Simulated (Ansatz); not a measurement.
```yaml
crystal:
  periodic: [false, false, false]
  atoms:
    - {symbol: C, position_ang: [0.665248, -3.368933, -0.737278]}
    - {symbol: S, position_ang: [2.061010, -2.196388, -0.661296]}
    - {symbol: Zn, position_ang: [1.070214, -0.337107, -0.107393]}
    - {symbol: C, position_ang: [0.206981, 1.352264, 0.397740]}
    - {symbol: C, position_ang: [-0.358074, 2.098648, -0.806417]}
    - {symbol: C, position_ang: [-0.859360, 1.152707, 1.470492]}
    - {symbol: H, position_ang: [-0.059551, -3.086828, -1.500129]}
    - {symbol: H, position_ang: [1.086004, -4.337906, -1.005981]}
    - {symbol: H, position_ang: [0.165894, -3.467586, 0.225944]}
    - {symbol: H, position_ang: [1.012989, 1.959716, 0.828602]}
    - {symbol: H, position_ang: [-1.155869, 1.533222, -1.297849]}
    - {symbol: H, position_ang: [0.402580, 2.312414, -1.561706]}
    - {symbol: H, position_ang: [-0.793661, 3.059145, -0.500396]}
    - {symbol: H, position_ang: [-0.463225, 0.679057, 2.372582]}
    - {symbol: H, position_ang: [-1.294381, 2.115025, 1.771425]}
    - {symbol: H, position_ang: [-1.686789, 0.532559, 1.111669]}
basis:
  gaussian: {orbitals: cc-pVDZ, fitting: {mean_field: cc-pVTZ-jkfit}}
hamiltonian: {xc: {name: r2SCAN}}
output: {forces: true}
```

```sh
$ ansatz run in.yaml --threads 2 --pin off --events-out ev --progress --plain --max-ram 20480MiB --backend cpu
```

Problem. How does Ansatz answer? (Estimate.)

Solution. Ansatz gave: The input was rejected before any iteration.
```
Functional definition: r2SCAN
Error: <dir> the basis set cc-pVTZ-JKFIT has no functions for Zn
```
